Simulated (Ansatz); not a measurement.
Cost and result up the ladder for Sn3O4 (7 atoms). Charge 0, multiplicity 1. Geometry: r2SCAN-D4/def2-SVP.

```xyz
7

Sn   -0.938   -2.223   -0.639
Sn   -1.247    1.492   -0.632
Sn    1.062   -0.301    1.022
O     0.963   -1.998   -0.215
O    -1.103   -0.359    0.313
O     0.308    2.080    0.645
O     0.956    1.309   -0.494
```

Ansatz on 4 threads of Arm Neoverse V2 on a shared host. Times are rough, and most runs start from the orbitals of an earlier one. No level here is sound enough to serve as a yardstick. Binding counts from free atoms at the same level (Sn triplet, O triplet; other spins of the atoms weren't run), without zero-point energy or a counterpoise term.

In the def2 sets Sn takes a core potential; there is no spin–orbit coupling. B3LYP takes the VWN-RPA correlation. HSE06 is defined as in plane-wave codes, on full-range PBE exchange. Correlated methods freeze 16 core orbitals; core or outer-core shells of Sn are correlated, in sets that lack core-valence functions. The rows differ in basis, and correlated rows in double-zeta sets carry the largest basis error. The structure holds one bond between oxygen atoms, so isomers without such links may lie far lower. Another isomer (singlet) lies 0.31 eV lower at PBE0-D4/def2-TZVP; other spin states weren't run for this one.

Run but left out: HF/STO-3G (restricted singlet, unstable in another Hartree–Fock run and untested here).

Correlated methods converge slowly with the basis, most of all in double-zeta sets.

| level | functions | binding energy per atom (eV) | remarks |
| --- | --- | --- | --- |
| CCSD(T)/def2-SVP | 134 | 3.09 | large T1 (0.022), restricted SCF unstable in HF |
| PBE-D4/def2-TZVP (with forces) | 274 | 3.80 | restricted SCF unstable in HF |
| BLYP-D4/def2-TZVP | 274 | 3.72 | restricted SCF unstable in HF |
| PBE0-D4/def2-SVP | 134 | 3.40 | restricted SCF unstable in HF |
| HSE06-D4/def2-TZVP | 274 | 3.45 | restricted SCF unstable in HF |
| MP2/def2-TZVP | 274 | 3.65 | restricted SCF unstable |
| r2SCAN-D4/def2-TZVP | 274 | 3.59 | restricted SCF unstable in HF |
| PBE-D4/def2-SVP | 134 | 3.77 | restricted SCF unstable in HF |
| PBE0-D4/def2-TZVP | 274 | 3.45 | restricted SCF unstable in HF |
| B3LYP-D4/def2-TZVP | 274 | 3.51 | restricted SCF unstable in HF |

Q: Estimate how long each takes.

A: PBE-D4/def2-SVP 1.4 s; PBE0-D4/def2-SVP 2.3 s; BLYP-D4/def2-TZVP 3.5 s; PBE-D4/def2-TZVP (with forces) 4.1 s; B3LYP-D4/def2-TZVP 6 s; HSE06-D4/def2-TZVP 6.5 s; r2SCAN-D4/def2-TZVP 7 s; PBE0-D4/def2-TZVP 7.5 s; MP2/def2-TZVP 9.5 s; CCSD(T)/def2-SVP 42 s. On shared hardware such times vary by a factor of up to 3.
